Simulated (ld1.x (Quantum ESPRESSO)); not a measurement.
An all-electron radial function and its pseudo partner (Cr (Z = 24))

Columns: radius, all-electron u(r) and pseudo u(r) of the 3d shell (level -3.13 eV) of chromium in the configuration [Ne] 3s2 3p6 3d5 4s1 4p0; LDA (PZ), scalar-relativistic, TM semilocal scheme, ld1.x (Quantum ESPRESSO) 7.5.

```csv
r (bohr),all-electron,pseudo
0.093,0.0382,0.0046
0.185,0.1672,0.0345
0.278,0.3345,0.1080
0.370,0.4902,0.2270
0.463,0.6163,0.3822
0.555,0.7051,0.5474
0.648,0.7617,0.6990
0.740,0.7906,0.8121
0.833,0.7992,0.8783
0.925,0.7932,0.8976
1.018,0.7770,0.8802
1.110,0.7546,0.8400
1.203,0.7279,0.7889
1.295,0.6993,0.7373
1.388,0.6694,0.6894
1.480,0.6397,0.6482
1.573,0.6100,0.6126
1.665,0.5814,0.5819
1.758,0.5535,0.5535
1.850,0.5270,0.5270
1.943,0.5013,0.5013
2.035,0.4772,0.4772
2.128,0.4540,0.4540
2.220,0.4322,0.4322
2.313,0.4113,0.4113
2.405,0.3917,0.3917
```

**Question.** How many radial nodes do the two functions have?

**Answer.** The all-electron 3d function has n − l − 1 = 0; the pseudo-wave has 0.

**Question.** At about which radius was the pseudo-wave matched?

**Answer.** 1.85 bohr. The columns agree to 0.0005 from 1.67 bohr on; several derivatives are matched, so the curves merge somewhat inside the radius.

**Question.** Is the pseudo-wave norm-conserving?

**Answer.** Yes: the TM semilocal scheme keeps the norm inside the radius equal to the all-electron one, which fixes the energy derivative of the logarithmic derivative at the level.
